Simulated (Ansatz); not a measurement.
Ansatz results at the PBE0-D4/def2-TZVP geometry: HOMO energy (PBE0/def2-TZVPP) -5.95 eV; size of the dipole moment (PBE/def2-TZVPP) 6.20 D; HOMO energy (ωB97M-V/def2-TZVPP) -8.20 eV.

Each molecule was computed in one conformer, which needn't be the lowest.

Question: Which molecule gave them?
A. `B[Te]C`
B. `O=C1CCSC1`
C. `C/C(O)=C\C=S`
D. `B[Se][SiH2]C`

Answer: C. The others give `O=C1CCSC1`: -6.67, 1.78, -8.91; `B[Te]C`: -6.82, 1.58, -8.85; `B[Se][SiH2]C`: -7.63, 1.63, -9.73.
